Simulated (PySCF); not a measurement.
C2H5O, SMILES [CH2]CO, multiplicity 2. The structure is a stationary point at B3LYP-D3(BJ)/def2-TZVP. The isomer is the one that the SMILES or the coordinates give; other isomers of the formula were not compared. One conformer was computed; it need not be the lowest.

These are B3LYP-D3(BJ)/def2-TZVP (PySCF) values and carry that method's errors.

Harmonic wavenumbers (cm⁻¹): 190, 334, 428, 546, 830, 949, 1084, 1122, 1180, 1358, 1398, 1455, 1483, 2970, 2987, 3144, 3250, 3785. Rotational constants (GHz): 38.55, 9.890, 8.571; symmetry number 1.

### Question
Work out the zero-point energy and the ideal-gas rigid-rotor harmonic-oscillator thermochemistry at 298.15 K and 1 atm.

### Answer
ZPE = ½ Σ hcν = ½ × 28493 cm⁻¹ = 40.73 kcal/mol. H − E(el) = 44.13 kcal/mol. Entropy in cal/(mol K): translation 37.34, rotation 22.11, vibration 5.42, spin 1.38, total 66.25. G − E(el) = 24.38 kcal/mol. Cp = 16.18 cal/(mol K).
